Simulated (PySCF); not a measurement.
## Orbital picture of CsAs

UHF at R = 3.454 Å; PySCF, scalar-relativistic core potentials, basis sets Cs def2-SVP with ECP46, As def2-SVP. State: ³Σ⁻ (triplet), unpaired electrons π ↑↑. Only the outer orbitals are listed, counted within each symmetry, core potentials removing the inner ones.

```
spin  orbital  occ.  ε (eV)  on Cs (%)   main shells (%)
   α       7σ     1  -35.75        100          100 Cs s
   α       8σ     1  -18.77         56  56 Cs p, 43 As s
   α       4π     1  -18.52        100          100 Cs p
   α       4π     1  -18.52        100          100 Cs p
   α       9σ     1  -17.63         44  56 As s, 43 Cs p
   α       5π     1   -6.96          5           95 As p
   α       5π     1   -6.96          5           95 As p
   α      10σ     1   -5.82          9           90 As p
   α      11σ     0   -0.20         99  76 Cs s, 22 Cs p
   α       6π     0    0.67        100  90 Cs p, 10 Cs d
   α       6π     0    0.67        100  90 Cs p, 10 Cs d
   β       7σ     1  -35.76        100          100 Cs s
   β       4π     1  -18.52        100          100 Cs p
   β       4π     1  -18.52        100          100 Cs p
   β       8σ     1  -18.36         98           98 Cs p
   β       9σ     1  -13.53          4           96 As s
   β      10σ     1   -4.60         18  82 As p, 13 Cs s
   β      11σ     0   -0.20         97  71 Cs s, 25 Cs p
   β       5π     0    0.61        100           94 Cs p
   β       5π     0    0.61        100           94 Cs p
```

**Question.** Which are the highest filled and the lowest empty level, where do they sit, and how wide is the gap?

**Answer.** Highest filled β 10σ at -4.60 eV (in %: 82 As p, 13 Cs s); lowest empty β 11σ at -0.20 eV (in %: 71 Cs s, 25 Cs p); the gap at UHF is 4.40 eV.

| Quantity | Value |
| --- | --- |
| bond order (Mayer) | 0.67 |
| ⟨S²⟩ | 2.023 |
| charge on Cs (Mulliken, basis-dependent) | 0.61 |
| charge on Cs (Löwdin, basis-dependent) | 0.37 |
| dipole moment (positive dipole means Cs(−)As(+)) | -11.39 D |
| polarisability along the bond | 173.1 bohr³ |
| polarisability across the bond | 56.3 bohr³ |

Spin–orbit coupling is left out. The state is the lowest determinant that a PBE0 search found; another state may lie lower at other levels.
